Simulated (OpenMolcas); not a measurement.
C II: effect of the IPEA shift

```json
{"Program": "OpenMolcas 26.06", "Basis": "ANO-RCC-VTZP [4s3p2d1f]", "Scalar Hamiltonian": "DKH2, point nucleus", "Active space": "3 electrons in 4 orbitals (2s 2p)", "State averaging": "2S+1 = 4 odd, 1 root; 2S+1 = 2 odd, 11 roots kept (CI in the orbitals of an earlier block); 2S+1 = 4 even, 3 roots; 2S+1 = 2 even, 9 roots kept (CI in the orbitals of an earlier block)", "Spin-orbit coupling": "RASSI with atomic mean-field integrals over the reference wave functions, term energies averaged over their components"}
```

Methods on the same reference wave functions:
A. CASSCF
B. MS-CASPT2, IPEA 0 Eh, imaginary shift 0.1 Eh (closed shells correlated: 1s)
C. MS-CASPT2, IPEA 0.25 Eh, imaginary shift 0.1 Eh (closed shells correlated: 1s)

Energies in eV above 2s2 2p 2P* 1/2, the measured ground level; measured values from NIST Handbook of Basic Atomic Spectroscopic Data.

```csv
Level,A,B,C,Measured
2s2 2p 2P* 1/2,0.0000,0.0000,0.0000,0.0000
2s2 2p 2P* 3/2,0.0072,0.0073,0.0073,0.0079
2s 2p2 4P 1/2,4.4239,5.161,5.090,5.3317
2s 2p2 4P 3/2,4.4264,5.164,5.093,5.3345
2s 2p2 4P 5/2,4.4307,5.168,5.097,5.3380
2s 2p2 2D 3/2,9.8974,9.171,9.277,9.2905
2s 2p2 2D 5/2,9.8974,9.171,9.277,9.2901
2s 2p2 2S 1/2,12.7643,12.136,12.066,11.9637
2s 2p2 2P 1/2,15.0988,13.783,13.999,13.7156
2s 2p2 2P 3/2,15.1039,13.788,14.004,13.7208
2p3 4S* 3/2,17.0789,17.472,17.429,17.6091
2p3 2D* 3/2,19.8813,18.781,18.881,18.6555
2p3 2D* 5/2,19.8813,18.781,18.881,18.6549
2p3 2P* 1/2,22.7982,21.396,21.509,20.9198
2p3 2P* 3/2,22.7986,21.396,21.510,20.9221
```

Deviations, from unrounded energies. A percentage is the sum of absolute deviations over the sum of measured energies, with the sign that they share, or ± where signs differ.

| Against measurement | Levels | A | B | C |
| --- | --- | --- | --- | --- |
| mean absolute deviation (cm-1) | 14 | 8200 | 1400 | 1900 |
| fine structure of the ground term (%) | 1 | -7.9 | -7.5 | -7.6 |
| other configurations (%) | 13 | ±8.3 | ±1.4 | ±1.9 |

B lies closest to measurement on these levels and A furthest from it. The largest miss of B in the table is 2p3 2P* 1/2, by +3800 cm-1. The ranking rests on the paired levels alone, and a cruder setting can come out closer through cancelling errors.

Between B and C the level of the table that moves most is 2s 2p2 2P 3/2, by 1700 cm-1 (lowest in B, highest in C). Moves below CASPT2's spread within the term are not significant.

The mean deviations of B to C differ by less than CASPT2's widest spread within a term (1200 cm-1), so their order carries little weight.

The lowest spin-free term lies below A's lowest term by 0.051 hartree in B, 0.047 hartree in C.

CASPT2 breaks the degeneracy within a term, and the mean is taken; among the terms shown or strongly mixed into the levels shown the widest spread is 1200 cm-1 (2p3 2D*, C). Over all roots computed the reference weight is 0.94 to 0.99 in B; the roots of lowest weight are the least certain, and an intruder state may touch them. Terms from blocks run as CI alone lack orbitals of their own. Without dynamic correlation excited terms often stand tens of per cent too high (terms of higher spin than the ground term too low), and those without a measured partner can miss by more than the paired ones (holds for A). Computed and measured levels are paired by configuration, term and J; levels that our copy of the source lacks, or whose pairing is in doubt (as where it misses far off the trend of its configuration), stay unpaired and out of the deviations. Only configurations of the active space appear.

* marks odd parity.
